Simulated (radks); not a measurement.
Polarisability of neutral iron, [Ar] 3d6 4s2, at imaginary frequency. Calculated with a radial shooting solver on a logarithmic mesh with Libxc functionals: scalar-relativistic Kohn-Sham, LDA (Slater exchange, VWN5 correlation), spin-unpolarised, spherical densities, finite nucleus; Fermi nuclear charge, rms radius 3.7377 fm. Response by self-consistent Sternheimer equations with the Hartree and adiabatic LDA kernel, the relativistic mass of each level held fixed and spin-orbit coupling left out.

w (hartree),alpha1(iw) (bohr^3)
0.00266,53.78
0.0143,53.50
0.0360,52.03
0.0697,47.81
0.118,39.86
0.186,29.52
0.280,19.75
0.413,12.41
0.605,7.562
0.892,4.532
1.35,2.645
2.12,1.448
3.59,0.6875
6.94,0.2468
17.5,0.05145

Static values: alpha1 = 53.79 bohr^3 (7.970 angstrom^3; uncoupled 99.65). C6 = 467.2, triple-dipole C9 = 17980 atomic units. One-pole (London) frequency 4 C6 / (3 alpha1^2) = 0.215 hartree, against 0.201 for minus the highest occupied eigenvalue. Recommended static value: 62 bohr^3 (Schwerdtfeger and Nagle, 2023 table).

Beside tabulated values, note that spin-unpolarised runs miss the spin-polarisation part of the exchange energy of open shells.
